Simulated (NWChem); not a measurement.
System: phosphine (PH$_{3}$); SMILES P

The following NWChem deck was run.

```
start job
memory heap 200 mb stack 700 mb global 900 mb
geometry units angstroms noautosym nocenter noautoz
  P      0.000000     0.000000     0.138081
  H     -0.777651     0.908539    -0.643574
  H      1.175643     0.219196    -0.643574
  H     -0.397992    -1.127735    -0.643574
end
basis spherical
  * library 6-311g**
end
dft
  xc b3lyp
  iterations 150
end
property
  shielding 2 1 2
end
task dft property
```

Parts of the log:

```
             Northwest Computational Chemistry Package (NWChem) 7.3.0
             --------------------------------------------------------

                             Geometry "geometry" -> ""
                             -------------------------

 Output coordinates in angstroms (scale by  1.889725989 to convert to a.u.)

  No.       Tag          Charge          X              Y              Z
 ---- ---------------- ---------- -------------- -------------- --------------
    1 P                   15.0000     0.00000000     0.00000000     0.13808100
    2 H                    1.0000    -0.77765100     0.90853900    -0.64357400
    3 H                    1.0000     1.17564300     0.21919600    -0.64357400
    4 H                    1.0000    -0.39799200    -1.12773500    -0.64357400

 Effective nuclear repulsion energy (a.u.)      17.4340642274

                              NWChem Property Module
                              ----------------------

  itol2e modified to match energy
  convergence criterion.

                                 NWChem DFT Module
                                 -----------------

 Summary of "ao basis" -> "ao basis" (spherical)
 ------------------------------------------------------------------------------
       Tag                 Description            Shells   Functions and Types
 ---------------- ------------------------------  ------  ---------------------
 P                          6-311g**                12       26   6s5p1d
 H                          6-311g**                 4        6   3s1p

  itol2e modified to match energy
  convergence criterion.

            General Information
            -------------------
          SCF calculation type: DFT
          Wavefunction type:  closed shell.
          No. of atoms     :     4
          No. of electrons :    18
           Alpha electrons :     9
            Beta electrons :     9
          Charge           :     0
          Spin multiplicity:     1
          Use of symmetry is: off; symmetry adaption is: off
          Maximum number of iterations: 150
          AO basis - number of functions:    44
                     number of shells:    24
          Convergence on energy requested:  1.00D-07
          Convergence on density requested:  1.00D-05
          Convergence on gradient requested:  5.00D-04

              XC Information
              --------------
                         B3LYP Method XC Potential
                     Hartree-Fock (Exact) Exchange  0.200
                        Slater Exchange Functional  0.800 local
                    Becke 1988 Exchange Functional  0.720 non-local
              Lee-Yang-Parr Correlation Functional  0.810
                  VWN I RPA Correlation Functional  0.190 local

             Grid Information
             ----------------
          Grid used for XC integration:  fine
          Radial quadrature: Mura-Knowles
          Angular quadrature: Lebedev.
          Tag              B.-S. Rad. Rad. Pts. Rad. Cut. Ang. Pts.
          ---              ---------- --------- --------- ---------
          P                   1.00      123           8.0       770
          H                   0.35       60           8.0       590
          Grid pruning is: on
          Number of quadrature shells:   303
          Spatial weights used:  Erf1

      Superposition of Atomic Density Guess
      -------------------------------------

 Sum of atomic energies:        -342.14843379

[...]

          -----------------------------------------
          Chemical Shielding Tensors (GIAO, in ppm)
          -----------------------------------------

                                NWChem CPHF Module
                                ------------------

  scftype          =     RHF
  nclosed          =        9
  nopen            =        0
  variables        =      315
  # of vectors     =        3
  tolerance        = 0.10D-03
  level shift      = 0.00D+00
  max iterations   =       50
  max subspace     =       30

 SCF residual:    2.4038413026078642E-005

Iterative solution of linear equations
  No. of variables      315
  No. of equations        3
  Maximum subspace       30
        Iterations       50
       Convergence  1.0D-04

   iter   nsub   residual    time
   ----  ------  --------  ---------
     1      3    2.46D-01      12.9
     2      6    7.03D-03      14.6
     3      9    2.24D-04      16.8
     4     12    8.10D-06      18.5

      Atom:    1  P
        Diamagnetic
    966.8250     -0.0000     -0.0000
     -0.0000    966.8250     -0.0000
     -0.0000     -0.0000    964.2306

        Paramagnetic
   -384.1478     -0.0000      0.0001
     -0.0000   -384.1476     -0.0000
      0.0001     -0.0000   -437.9646

        Total Shielding Tensor
    582.6771     -0.0000      0.0001
     -0.0000    582.6774     -0.0000
      0.0001     -0.0000    526.2660

           isotropic =     563.8735
          anisotropy =      28.2058

          Principal Components and Axis System
                 1           2           3
              582.6774    582.6771    526.2660

      1        -0.0735      0.9973     -0.0000
      2         0.9973      0.0735      0.0000
      3        -0.0000      0.0000      1.0000

      Atom:    2  H
        Diamagnetic
     29.2203     -5.2121      4.2630
     -5.2121     30.8484     -4.9805
      4.2630     -4.9805     27.6635

        Paramagnetic
      0.5211      1.5554     -1.2843
      1.5554      0.0352      1.5005
     -1.2843      1.5005      0.5017

        Total Shielding Tensor
     29.7414     -3.6568      2.9787
     -3.6568     30.8837     -3.4800
      2.9787     -3.4800     28.1652

           isotropic =      29.5967
          anisotropy =      10.3908

          Principal Components and Axis System
                 1           2           3
               36.5240     26.6114     25.6549

      1        -0.5702      0.7597     -0.3125
      2         0.6662      0.6503      0.3651
      3        -0.4806      0.0000      0.8769
```

Level: B3LYP/6-311G** (spherical d), GIAO. Structure relaxed at the PBE0/def2-SVP level. No frequency run checked for a minimum. The printed shielding anisotropy is the first printed principal value minus the mean of the other two.
